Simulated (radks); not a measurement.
Spherical jellium clusters: N electrons in a uniform positive sphere of charge N and radius rs N^(1/3), rs = 2.11 bohr. Calculated with a radial shooting solver with Libxc functionals: non-relativistic Kohn-Sham, LDA (Slater exchange, Perdew-Wang correlation), spin-polarised, spherical densities. Levels are named by radial order and angular momentum (1s, 1p, 1d, 2s, ...), and open shells are averaged over m.

N = 23, configuration 1s2 1p6 1d10 2s2 1f(up 3, down 0). This is the lowest configuration that the search found. Occupied and some empty levels:

level,occupation,eigenvalue (eV),<r> (bohr)
1s up,1,-11.972,3.612
1s down,1,-11.782,3.543
1p up,3,-9.2751,4.432
1p down,3,-8.9809,4.389
1d up,5,-6.1102,5.095
1d down,5,-5.7567,5.079
2s up,1,-5.1814,4.667
2s down,1,-4.9494,4.697
1f up,3,-2.6922,5.840
1f down,0,-2.3238,5.874
2p up,0,-2.0694,6.476
2p down,0,-1.8579,6.586
2d up,0,-0.11466,10.71

Energy (eV): total -8.46068, kinetic 124.32, external -2766.1, Hartree 1334.2, exchange-correlation -140.23, background 1439.3.
